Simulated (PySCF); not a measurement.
H₄NSi, SMILES [NH][SiH3] (connectivity only; charge and spin as stated), charge -1, multiplicity 1. Atoms are numbered in the order given.

```xyz
6

N      0.1290     1.2009     0.0000
Si    -0.0080    -0.4686     0.0000
H     -0.7748     1.6884     0.0000
H     -0.6960    -1.2147     1.1738
H      1.3756    -1.1042     0.0000
H     -0.6960    -1.2147    -1.1738
```
Charge -1, spin multiplicity 1.

The structure is a stationary point at PBE-D3(BJ)/def2-TZVPD. The multiplicity is an assumed one; other spin states were not compared. The isomer is the one that the SMILES or the coordinates give; other isomers of the formula were not compared.

Computed with PBE-D3(BJ)/def2-TZVPD (PySCF 2.14.0).

Frequencies are harmonic and unscaled.

```tsv
mode	ν (cm⁻¹)	IR (km/mol)	moving atoms (share of kinetic energy)
1	270	59.4	H 93 %
2	622	71.8	H 93 %
3	638	36.4	H 80 %, Si 12 %, N 9 %
4	791	76.8	H 58 %, N 32 %, Si 10 %
5	891	70.9	H 96 %
6	910	8.5	H 76 %, N 21 %
7	927	74.9	H 75 %, N 15 %, Si 11 %
8	987	317.5	H 64 %, Si 24 %, N 12 %
9	1795	557.8	H 96 %
10	1859	507.7	H 97 %
11	2001	272.4	H 97 %
12	3394	30.4	H 93 %
```
